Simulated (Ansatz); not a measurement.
Input file for Cl3HSn (`[Cl][SnH]([Cl])[Cl]`):

```yaml
crystal:
  periodic: [false, false, false]
  atoms:
    - {symbol: Cl, position_ang: [0.354594, -0.960537, 1.997736]}
    - {symbol: Sn, position_ang: [0.153019, -0.023634, -0.093069]}
    - {symbol: Cl, position_ang: [-0.522362, 2.156418, 0.191810]}
    - {symbol: Cl, position_ang: [-1.541548, -1.132284, -1.183608]}
    - {symbol: H, position_ang: [1.606197, -0.113762, -0.954269]}
basis:
  gaussian: {orbitals: def2-TZVPP}
correlation: {method: ccsd_t}
output: {orbitals: {seedname: orbitals}}
```

```sh
$ ansatz run in.yaml --threads 4 --pin off --events-out ev --progress --plain --max-ram 10444MiB
```

The program prints (abridged):

```
Functional definition: HF
1286 factors; integrals over basis functions are off by at most 8.6e-4 eV
mean field evaluation 1: about -43335.3545 eV, gradient 2.3e1 eV
mean field evaluation 2: about -43335.5302 eV, gradient 2.3e1 eV
mean field evaluation 4: about -43337.1875 eV, gradient 1.9e0 eV
mean field evaluation 8: about -43337.2145 eV, gradient 1.7e-1 eV
mean field -43337.21463215 eV, -1592.6132627122 hartree, gradient 5.9e-6 eV, S^2 0.000000; 0 other end points of the search recorded, 0 dependent functions left out
19 core orbitals not correlated: weight in the atoms' cores, before any rotation towards them, 1.000 or more for the frozen orbitals, at most 0.000 for the correlated occupied ones
reference -43337.21463215 eV, -1592.6132627122 hartree; 18, 18 occupied and 153, 153 virtual orbitals, 1286 factors
second order -23.87205375 eV of doubles, -0.00000000 eV of singles
cycle   1  -24.40153716 eV  change   -5.3e-1 eV  update   1.0e-1
cycle   2  -24.92843001 eV  change   -5.3e-1 eV  update   2.7e-2
cycle   3  -25.02098367 eV  change   -9.3e-2 eV  update   1.4e-2
cycle   4  -25.00782149 eV  change    1.3e-2 eV  update   3.3e-3
cycle   5  -25.00572421 eV  change    2.1e-3 eV  update   1.2e-3
cycle   6  -25.00590466 eV  change   -1.8e-4 eV  update   3.1e-4
cycle   7  -25.00582048 eV  change    8.4e-5 eV  update   1.1e-4
cycle   8  -25.00581793 eV  change    2.6e-6 eV  update   3.7e-5
perturbative correction -0.97940113 eV, -0.0359923276 hartree
Total energy: -43363.19985120 eV, -1593.5682018991 hartree
```

Run time 52 s (4 threads of an Arm Neoverse V2 on a shared host); peak host memory 2.1 GiB.

The correlation energy is -25.985 eV, 3.8 % of it from (T); the T1 diagnostic reads 0.0109.
